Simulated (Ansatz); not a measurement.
`[NH2][GaH][Br]` + H₂ → `[GaH2][Br]` + NH₃ at 700 K and 1 bar (hydrogenolysis of a Ga–N bond).

Computed with Ansatz on PBE0-D4/def2-TZVP structures; ΔE is electronic, products minus reactants. CCSD(T)/CBS adds triple-zeta CCSD(T) − MP2 to the extrapolated MP2 energy (def2 sets, frozen cores). This one scheme is used for every species. For Br, Ga outer-core shells are correlated without core-valence functions, which leaves a few kJ/mol of doubt a bond. Scalar relativity is left out up to krypton. One conformer a species, not always the lowest.

```json
{"species": "`[NH2][GaH][Br]`", "CCSD(T)/CBS energy (Eh)": "-4553.84396", "H − E (kJ/mol)": "140.5", "S (J/(mol·K))": "397.2"}
{"species": "H₂", "CCSD(T)/CBS energy (Eh)": "-1.17544", "H − E (kJ/mol)": "46.8", "S (J/(mol·K))": "155.3"}
{"species": "`[GaH2][Br]`", "CCSD(T)/CBS energy (Eh)": "-4498.49736", "H − E (kJ/mol)": "73.9", "S (J/(mol·K))": "327.8"}
{"species": "NH₃", "CCSD(T)/CBS energy (Eh)": "-56.50880", "H − E (kJ/mol)": "116.9", "S (J/(mol·K))": "226.5"}
```

H − E and S are ideal-gas, rigid-rotor, harmonic terms from PBE0-D4/def2-TZVP, for one conformer and one mirror image of each species. The MP2-based limit puts H₂ 0.8 mEh under its directly extrapolated value; such offsets cancel only in part. 1 Eh = 2625.50 kJ/mol, R = 8.31446 J/(mol·K).

**Question.** By hand: ΔE, ΔH, ΔS and ΔG.

**Answer.** ΔE = (-4498.49736) + (-56.50880) − (-4553.84396) − (-1.17544) = 0.01324 Eh = 34.8 kJ/mol. Δ(H − E) = 73.9 + 116.9 − 140.5 − 46.8 = 3.5, so ΔH = 38.3 kJ/mol. ΔS = 327.8 + 226.5 − 397.2 − 155.3 = 1.8 J/(mol·K). ΔG = 38.3 − 700 × (1.8)/1000 = 37.0 kJ/mol.

**Question.** By hand: the equilibrium constant, and the temperature at which ΔG would vanish if ΔH and ΔS stayed fixed.

**Answer.** log₁₀ K = −ΔG/(RT ln 10) = -2.8. ΔG = 0 at ΔH/ΔS = 21278 K, far beyond where these terms or the molecules hold.

The number of gas molecules stays the same, so ΔS is small and ΔH decides. A doubt of 5 kJ/mol in ΔE shifts log₁₀ K by 0.4 here. Other conformers and mirror images would add mixing entropy, several J/(mol·K) or more a flexible species. These are equilibria of isolated gas molecules and say nothing of rates. Largest T1 diagnostic: 0.011 (customary marks: 0.02 for closed shells, 0.045 for open ones).
